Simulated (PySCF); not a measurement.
**Atomic charges by several schemes**

C8H8.
Atom-mapped SMILES: `[CH:1]1=[CH:2][C@H:3]2[C@H:4]3[CH:5]=[CH:6][C@@H:7]1[C@@H:8]23` (hydrogens: H9 on C1; H10 on C2; H11 on C3; H12 on C4; H13 on C5; H14 on C6; H15 on C7; H16 on C8)

Structure used (GFN2-xTB), in Å, numbered top down from 1:
```
atom  x, y, z in Å
C1    -0.5711    0.4854   -1.3917
C2     0.1061   -0.6584   -1.5044
C3     0.1099   -1.3845   -0.2360
C4     0.6594   -0.6812    1.0416
C5     1.1595    0.6883    0.9416
C6     0.2217    1.4984    0.4481
C7    -1.0013    0.7124    0.0382
C8    -0.8021   -0.6497    0.7026
H9    -0.7002    1.2350   -2.1520
H10    0.5962   -1.0267   -2.3885
H11    0.1981   -2.4610   -0.2377
H12    1.0696   -1.3449    1.7885
H13    2.1568    0.9677    1.2326
H14    0.3259    2.5463    0.2297
H15   -1.9620    1.1994    0.1843
H16   -1.5739   -1.1175    1.2917
```

Density: PBE0/pcSseg-1 (PySCF); schemes: Mulliken, IAO, Hirshfeld and ESP-fitted. Isolated species at its GFN2-xTB geometry (one conformer only).

**Question.** At which atom do the 4 schemes differ most?

**Answer.** At C7: from -0.246 (Mulliken) to +0.211 e (ESP-fitted), 0.457 e apart.

**Question.** Which atoms carry the lowest charge in the Mulliken, IAO, Hirshfeld and ESP-fitted schemes?

**Answer.** The schemes don't all agree: Mulliken C7 (-0.246); IAO C2 and C5 (-0.169); Hirshfeld C2 and C5 (-0.064); ESP-fitted C6 (-0.315).

**Question.** For which atoms does the sign change between the 4 schemes (beyond +0.03 e in one, beyond −0.03 e in another)?

**Answer.** C7. Atomic charges aren't observables, and each scheme defines them in its own way.

**Question.** Give the atomic charges in each scheme.

**Answer.** In e:

```csv
atom,environment,Mulliken,IAO,Hirshfeld,ESP-fitted
C1,alkene CH carbon,-0.073,-0.156,-0.052,-0.312
C2,alkene CH carbon,+0.007,-0.169,-0.064,-0.185
C3,sp3 carbon at a ring junction,-0.166,-0.145,-0.044,-0.019
C4,sp3 carbon at a ring junction,-0.166,-0.145,-0.044,-0.015
C5,alkene CH carbon,+0.007,-0.169,-0.064,-0.175
C6,alkene CH carbon,-0.073,-0.156,-0.052,-0.315
C7,sp3 carbon at a ring junction,-0.246,-0.131,-0.026,+0.211
C8,sp3 carbon at a ring junction,-0.050,-0.135,-0.039,-0.294
H9,vinylic hydrogen,+0.088,+0.151,+0.047,+0.184
H10,vinylic hydrogen,+0.082,+0.153,+0.048,+0.156
H11,methine hydrogen,+0.108,+0.152,+0.049,+0.100
H12,methine hydrogen,+0.108,+0.152,+0.049,+0.097
H13,vinylic hydrogen,+0.082,+0.153,+0.048,+0.152
H14,vinylic hydrogen,+0.088,+0.151,+0.047,+0.184
H15,methine hydrogen,+0.109,+0.144,+0.045,+0.068
H16,methine hydrogen,+0.096,+0.151,+0.051,+0.162
```

Mean size of the charges over all atoms: ESP-fitted 0.164 e, IAO 0.151 e, Mulliken 0.097 e, Hirshfeld 0.048 e. Each set sums to the total charge, 0, to within 0.001 e. The Mulliken scheme counts on each atom the diagonal of the density matrix times the overlap matrix over that atom's basis functions. The ESP scheme fits charges at the nuclei, held to the total charge, to the electrostatic potential on points at 1.4 to 2.0 times the van der Waals radii.

**Question.** How closely do the schemes follow one another over all atoms?

**Answer.** Correlation coefficient and root-mean-square difference: IAO with Hirshfeld 0.99, 0.103 e; Mulliken with IAO 0.82, 0.088 e; Hirshfeld with ESP-fitted 0.80, 0.151 e; IAO with ESP-fitted 0.76, 0.122 e; Mulliken with Hirshfeld 0.76, 0.082 e; Mulliken with ESP-fitted 0.34, 0.183 e.

**Question.** Sum the charges by element.

**Answer.** 
| element | atoms | Mulliken | IAO | Hirshfeld | ESP-fitted |
| --- | --- | --- | --- | --- | --- |
| C | 8 | -0.761 | -1.207 | -0.383 | -1.104 |
| H | 8 | +0.761 | +1.207 | +0.384 | +1.104 |

**Question.** How many electrons does the Mulliken scheme count on C1?

**Answer.** Z − q = 6 − (-0.073) = 6.073.

The run behind these numbers computed NMR shieldings as well. On one thread, x86-64 server, shared host, this took 36 s wall.
